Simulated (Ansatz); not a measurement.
Stepwise reaction of SiH₄ with hydrogen sulfide, as a gas-phase model of exchange steps in deposition or etching. ΔE in kJ/mol.

Program: Ansatz. Geometries: PBE0-D4/def2-TZVP. ΔE: electronic, gas phase. CCSD(T)/CBS adds triple-zeta CCSD(T) − MP2 to the extrapolated MP2 energy (def2 sets, frozen cores). This one scheme is used for every species. Functionals use def2-TZVPP. B3LYP here is the variant with VWN-RPA as its local correlation; programs differ in this. One conformer a species, not always the lowest.

```
step                                  reaction  PBE-D4  B3LYP-D4  ωB97M-V  CCSD(T)/CBS
   1               SiH₄ + H₂S → `[SiH3]S` + H₂   -37.2     -30.7    -32.0        -34.0
   3      `S[SiH2]S` + H₂S → `S[SiH](S)S` + H₂   -53.2     -46.1    -45.3        -46.9
   4  `S[SiH](S)S` + H₂S → `S[Si](S)(S)S` + H₂   -53.1     -46.5    -44.7        -46.1
```

(1) Give the row of step 2, `[SiH3]S` + H₂S → `S[SiH2]S` + H₂. (An estimate is asked.)

(2) By hand: ΔE of the 4 steps together at CCSD(T)/CBS.

Results:

(1) The calculation gave: 
```tsv
step	reaction	PBE-D4	B3LYP-D4	ωB97M-V	CCSD(T)/CBS
2	`[SiH3]S` + H₂S → `S[SiH2]S` + H₂	-45.9	-38.9	-39.1	-41.1
```

(2) (-34.0) + (-41.1) + (-46.9) + (-46.1) = -168.1 kJ/mol, or -42.0 kJ/mol a step.

In ΔE step 3 is the lowest and step 1 the highest. All are downhill at CCSD(T)/CBS. PBE-D4 differs from CCSD(T)/CBS by -7.0 to -3.2 kJ/mol a step. Isolated molecules leave out the surface, adducts and barriers. Largest T1 diagnostic: 0.012.
